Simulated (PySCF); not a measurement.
## MCa cations for M along the alkali metals

PBE0 with double-zeta basis sets in PySCF, for the lowest determinant that a PBE0 search found; no spin–orbit coupling. De refers to high-spin ground-configuration atoms (the charge goes to the atom of lower measured ionisation energy or higher electron affinity, which is not always the lowest computed limit). A positive dipole points towards Ca; it is taken about the centre of mass and depends on that origin.

```tsv
M	basis	charged atom	state (unpaired electrons)	Re (Å)	ωe (cm⁻¹)	De (eV)	μ (D)
Li	def2-SVPD	Li+	singlet (closed shell)	3.287	244	1.28	-4.15
Na	def2-SVP	Na+	singlet (closed shell)	3.558	138	1.01	-1.92
K	x2c-SVPall	K+	singlet (closed shell)	4.114	91.6	0.56	-3.14
Rb	def2-SVP	Rb+	singlet (closed shell)	4.315	72.1	0.47	-0.09
Cs	def2-SVP	Cs+	singlet (closed shell)	4.585	60.6	0.37	0.75
```

Task: By what factor does the well depth vary along the series?

Result: At PBE0 it runs from 0.37 eV (CsCa⁺) to 1.28 eV (LiCa⁺), a factor of 3.46.

The rows differ in basis set, which adds steps of its own.

Down a group the atoms grow and get heavier, so bonds lengthen and wavenumbers fall; this series shows no clear exception.

Closed-shell solutions of metal pairs were not tested for spin polarisation, which can lower them a little. Weak bonds: CsCa⁺, RbCa⁺. Basis-set superposition, not corrected here, can be much of De in a small basis, most of all at correlated wavefunction levels. Spin–orbit coupling is left out. For an ion De counts to the pair picked by the measured ionisation energies or electron affinities, which need not be the lowest pair at this level.
